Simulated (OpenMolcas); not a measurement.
V2+ with 6 ligands (water) in octahedral coordination (Th). Ligand basis ANO-RCC-VDZP.

```
Program             : OpenMolcas 26.06
Method              : SS-CASPT2, IPEA 0.25 Eh, imaginary shift 0.1 Eh (closed shells correlated: 3s 3p and the ligand valence shells)
Basis               : ANO-RCC-VDZP [5s4p2d1f]
Scalar Hamiltonian  : DKH2, point nucleus
Active space        : 3 electrons in 5 orbitals (3d)
State averaging     : 2S+1 = 4 even, 10 roots; 2S+1 = 2 even, 40 roots
Spin-orbit coupling : state interaction with AMFI integrals over the reference wave functions
```

All ligands move together. At R = 2.15 Å the first state of the same spin is 11230 cm-1, and at R = 2.27 Å it is 7880 cm-1.

A third run gives 12440 cm-1. What distance was it run at?

With a power law R^-n the two known points give n = -ln(7880 / 11230) / ln(2.27 / 2.15) = 6.52. Then R = 2.15 × (11230 / 12440)^(1/6.52) = 2.117 Å. The run was at 2.1 Å, so the estimate is off by +0.017 Å.

Roots that are degenerate in the reference are averaged as groups; the widest CASPT2 spread within a group is 830 cm-1 (the 3-fold group of multiplicity 2 near 30900 cm-1 above the lowest state of its run, R = 2.27). Shifts and gaps below about the spread of the groups concerned are not significant. Over all roots computed the reference weight is 0.70 to 0.71 in R = 2.1, 0.70 to 0.71 in R = 2.15, 0.70 to 0.71 in R = 2.27; a low but even weight reflects the number of correlated electrons. Ligand-to-metal charge-transfer states are missing. With no ligand orbital active B as a rule stays too high, so bands that hang on it stand too high and its fall with covalency is understated. With one d shell and no ligand orbital active, 10Dq can be off by tens of per cent for divalent 3d ions, low with halides held by bare charges and at times high in hosts. Free-ion shares, where given, are those of the reference states; single-state CASPT2 does not remix them. These CASPT2 states fit no ligand-field parameters well, so their order and spin gaps are uncertain (holds for R = 2.15; R = 2.27). No measured value stands beside these numbers; the geometry is a model, was not optimised and need not be the one that this ion takes.
